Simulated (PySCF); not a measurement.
Mg(OMe)(NH2) (CH5MgNO), SMILES C[O][Mg][NH2].

The structure is a stationary point at B3LYP-D3(BJ)/def2-SVP. The values are those of a single conformer.

Method: r2SCAN/def2-TZVPD (PySCF).

Isolated molecule, no solvent.

**Question.** Estimate the frontier levels, gap, dipole moment and polarisability. (The exact figures need the calculation; the answer reports its results.)

**Answer.** 
```yaml
highest_occupied_level: -5.26 eV
lowest_empty_level: -1.20 eV
orbital_gap: 4.05 eV
dipole_moment: 0.138 e·Å
quadrupole, principal values (traceless, Buckingham form, about the centre of nuclear charge): -5.68, -0.38, 6.06 D·Å
mean_static_polarisability: 53.1 bohr³ (7.86 Å³)
polarisability_principal_values: 44.3, 51.1, 63.8 bohr³
```
